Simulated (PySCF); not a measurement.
How the functional moves excitation energies

Species: diethylene glycol, C4H10O3.
Atom-mapped SMILES: `[OH:1][CH2:2][CH2:3][O:4][CH2:5][CH2:6][OH:7]` (hydrogens: H8 on O1; H9, H10 on C2; H11, H12 on C3; H13, H14 on C5; H15, H16 on C6; H17 on O7)

Linear-response calculations in the def2-SVPD basis (PySCF; singlets by full response, triplets Tamm–Dancoff, core orbitals frozen in the response; HF means time-dependent Hartree–Fock). 'Strongest' is the level of largest summed f among the singlets computed (10 roots, of which the last may lack a degenerate partner); it can jump between rows when another state enters that window. S1 is the lowest singlet of each run and needn't be the same state throughout; f(S1) is that of one state. Isolated species at its PBE0-D3(BJ)/def2-SVP geometry (one conformer only).

```tsv
functional	kind	S1 (eV)	f(S1)	strongest (eV)	T1 (eV)	HOMO (eV)	gap (eV)	ionisation energy, ΔSCF (eV)
LDA	LDA	5.96	0.009	6.66	5.82	-6.53	5.89	10.17
PBE	GGA	5.97	0.007	6.62	5.81	-6.40	5.91	9.17
B3LYP	global hybrid, 20% exact exchange	6.78	0.007	7.54	6.56	-7.80	7.83	9.82
PBE0	global hybrid, 25% exact exchange	7.04	0.007	7.86	6.79	-8.03	8.37	9.88
BHandHLYP	global hybrid, 50% exact exchange	7.74	0.006	9.27	7.42	-9.63	10.54	10.58
CAM-B3LYP	range-separated hybrid	7.22	0.007	8.76	6.93	-9.53	10.56	10.34
LC-wPBE	range-separated hybrid	7.79	0.007	9.44	7.42	-10.84	13.03	10.53
HF	Hartree–Fock	8.99	0.005	10.66	8.49	-12.11	14.62	not settled
```

What does wB97X-D (range-separated hybrid) give?

S1 (eV) 7.49, f(S1) 0.007, strongest (eV) 9.01, T1 (eV) 7.26, HOMO (eV) -9.98, gap (eV) 12.04, ionisation energy, ΔSCF (eV) 10.24. S1 runs from 5.96 eV (LDA) to 8.99 eV (HF), a spread of 3.03 eV, while the orbital gap spreads over 8.7 eV. Along PBE (0%), B3LYP (20%), PBE0 (25%), BHandHLYP (50%), HF (100%) S1 rises with the share of exact exchange. −ε(HOMO) comes closest to its own ΔSCF ionisation energy with wB97X-D (-0.26 eV) and misses most with LDA (-3.64 eV). 'Not settled' means that the ion's SCF failed to converge or may have ended in another state than the lowest.
